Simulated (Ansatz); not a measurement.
Start from `C=N[CH2][GaH][OH]` and change one atom or group to get `N[CH2][GaH][OH]`.

Ansatz, PBE0-D4/def2-TZVP geometries, multiplicity 1. Each molecule was computed in one conformer, which needn't be the lowest.

Scalar relativity is left out up to krypton.

```csv
property,`C=N[CH2][GaH][OH]`
HOMO–LUMO gap (ωB97M-V/def2-TZVPP) / eV,10.47
HOMO–LUMO gap (B3LYP/def2-TZVPP) / eV,6.06
HOMO energy (ωB97M-V/def2-TZVPP) / eV,-9.66
size of the dipole moment (ωB97M-V/def2-TZVPP) / D,2.65
LUMO energy (ωB97M-V/def2-TZVPP) / eV,0.81
HOMO energy (B3LYP/def2-TZVPP) / eV,-7.25
```

Q: Give the same properties after the change, and the shifts. (An estimate is asked.)

A: The calculation gave: 
| property | `N[CH2][GaH][OH]` | shift |
| --- | --- | --- |
| HOMO–LUMO gap (ωB97M-V/def2-TZVPP) / eV | 9.34 | -1.13 |
| HOMO–LUMO gap (B3LYP/def2-TZVPP) / eV | 4.95 | -1.11 |
| HOMO energy (ωB97M-V/def2-TZVPP) / eV | -8.56 | 1.10 |
| size of the dipole moment (ωB97M-V/def2-TZVPP) / D | 1.11 | -1.54 |
| LUMO energy (ωB97M-V/def2-TZVPP) / eV | 0.78 | -0.03 |
| HOMO energy (B3LYP/def2-TZVPP) / eV | -6.11 | 1.14 |

Dipoles are sizes alone; their direction can turn.

B3LYP here is the variant with VWN-RPA as its local correlation; programs differ in this.
